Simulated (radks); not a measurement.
Species: Dy+. Configuration: [Kr] 4d10 4f10 5s1.75 5p6 6s1.25 (fractional occupations, a model configuration). Calculated with a radial shooting solver on a logarithmic mesh with Libxc functionals: scalar-relativistic Kohn-Sham, LDA (Slater exchange, Perdew-Zunger correlation), spin-polarised, spherical densities, finite nucleus; open shells are filled with parallel spins first (spin-orbit coupling, left out, can overturn this in heavy ions); Fermi nuclear charge, rms radius 5.2218 fm.

Unscreened Slater integrals over Kohn-Sham orbitals (hartree). They are taken over the spin-up orbitals.

integral      value
F0(6s,6s)   0.25186
F0(6s,4f)   0.32710
G3(6s,4f)  0.012693
F0(6s,5p)   0.31208
G1(6s,5p)  0.025207
F0(4f,4f)    1.1077
F2(4f,4f)   0.51215
F4(4f,4f)   0.31865
F6(4f,4f)   0.22851
F0(4f,5p)   0.70544
F2(4f,5p)   0.24335
G2(4f,5p)   0.13335
G4(4f,5p)   0.10099
F0(5p,5p)   0.59031
F2(5p,5p)   0.31616

Derived for the open shells (J is the average intra-shell exchange parameter used in DFT+U). 4f: F4/F2 = 0.622, F6/F2 = 0.446, J = (286 F2 + 195 F4 + 250 F6)/6435 = 0.04130 hartree.
